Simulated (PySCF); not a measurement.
A PySCF script (with the pyscf-properties extension) for the NMR shieldings of SMILES C(#CP(CPC=C)C=C)C, C8H12P2, on a GFN2-xTB geometry:

```python
import basis_set_exchange as bse
import numpy as np
from pyscf import gto, dft
from pyscf.prop import nmr

atoms = """
C    -3.797373    0.800971    0.815060
C    -3.153625    1.533002   -0.080702
P    -1.391984    1.405432   -0.506521
C    -1.096749   -0.407695   -0.245959
P     0.343858   -0.886350   -1.341379
C     1.565309    0.120321   -0.569990
C     2.402737    0.903122   -0.196119
C     3.393745    1.814752    0.326842
C     0.689070   -2.487567   -0.542649
C     1.832442   -2.829672    0.027276
H    -3.320548   -0.006106    1.347280
H    -4.834480    0.975890    1.052781
H    -3.652940    2.359610   -0.573241
H    -1.624700    1.302496   -1.885853
H    -0.851494   -0.597567    0.803947
H    -1.979720   -0.989609   -0.528599
H     2.902455    2.603474    0.896545
H     3.951933    2.265391   -0.493914
H     4.088593    1.286058    0.979749
H    -0.122590   -3.202283   -0.633556
H     2.652020   -2.133004    0.101658
H     1.993630   -3.811281    0.444927
"""
names = dict.fromkeys(["C", "P", "H"], "pcSseg-1")
basis = {el: gto.basis.parse(bse.get_basis(n, elements=[el], fmt="nwchem")) for el, n in names.items()}
mol = gto.M(atom=atoms, basis=basis, charge=0, verbose=0)
mf = dft.RKS(mol, xc="PBE0")
mf.grids.level = 2
mf.grids.alignment = dft.numint.BLKSIZE   # the property module wants whole blocks of grid points
mf.conv_tol = 1e-9
mf.kernel()

calc = nmr.RKS(mf)   # GIAO
C = mf.mo_coeff
Co = C[:, mf.mo_occ > 0]
resp = mf.gen_response(singlet=True, hermi=2)
def vind(x):   # induced exchange potential for any number of trial vectors
    d = np.einsum("pi,xij,qj->xpq", C, 2 * x.reshape(-1, C.shape[1], Co.shape[1]), Co, optimize=True)
    return np.einsum("xpq,pi,qj->xij", resp(d - d.transpose(0, 2, 1)), C, Co, optimize=True).ravel()
mo1, _ = nmr.rhf.solve_mo1(calc, with_cphf=vind)
sigma = calc.kernel(mo1)
for i, s in enumerate(sigma):   # ppm
    print("%2d %-2s %9.2f" % (i, mol.atom_pure_symbol(i), np.trace(s) / 3))
```

Task: Give the expected output.

Result: 
```
 0 C      60.22
 1 C      36.85
 2 P     406.21
 3 C     157.90
 4 P     378.07
 5 C     105.06
 6 C      66.64
 7 C     180.49
 8 C      39.74
 9 C      57.50
10 H      26.02
11 H      25.72
12 H      24.82
13 H      27.68
14 H      29.47
15 H      29.69
16 H      29.46
17 H      29.50
18 H      29.50
19 H      25.22
20 H      25.44
21 H      25.63
```

These numbers come from an equivalent density-fitted implementation of the same equations, which agrees with the script to about 0.01 ppm for H and up to a few tenths of a ppm for heavy atoms, so last digits may differ.

Size and cost of the density-fitted run: 244 basis functions, 82 s wall time on 1 thread of an Intel Xeon Platinum 8488C, shared host; peak memory 1.1 GiB.
